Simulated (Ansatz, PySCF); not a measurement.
Stepwise substitution at one centre (Ge SH-H). Gas-phase values, no solvent. One relaxed conformer stands for each flexible species; it need not be the lowest. Strings in code marks are SMILES.

Quantity: redistribution energy (mixed species minus the weighted end members), in kcal/mol.

Level 1: frozen-core MP2/cc-pVTZ // r2SCAN-D4/def2-TZVP (Ansatz, a program for electronic structure)
Level 2: PBE/6-31G* // r2SCAN-D4/def2-TZVP (PySCF)
Level 3: HF/STO-3G // r2SCAN-D4/def2-TZVP (PySCF)
Level 4: HF/cc-pVTZ // r2SCAN-D4/def2-TZVP (Ansatz)

```json
[
 {"species": "2 of 4 SH replaced by H: `[SH][GeH2][SH]` (H–S–Ge–S torsion -145°, S–Ge–S–H torsion 59°)", "level 2": "2.33", "level 3": "2.23", "level 4": "0.44"},
 {"species": "3 of 4 SH replaced by H: `[SH][GeH3]`", "level 2": "1.94", "level 3": "1.50", "level 4": "0.33"},
 {"species": "1 of 4 SH replaced by H: `[SH][GeH]([SH])[SH]`", "level 2": "1.05", "level 3": "1.56", "level 4": "0.09"}
]
```

**Question.** What does level 1 give for each, and how far do the other levels lie from it on average?

**Answer.** 
- 2 of 4 SH replaced by H: `[SH][GeH2][SH]` (H–S–Ge–S torsion -145°, S–Ge–S–H torsion 59°): 3.31
- 3 of 4 SH replaced by H: `[SH][GeH3]`: 2.61
- 1 of 4 SH replaced by H: `[SH][GeH]([SH])[SH]`: 1.88
Mean absolute difference from level 1, which has limits of its own, over these rows (drawn at random from the members that have all these levels): level 2 0.83 kcal/mol, level 3 0.84 kcal/mol, level 4 2.31 kcal/mol.
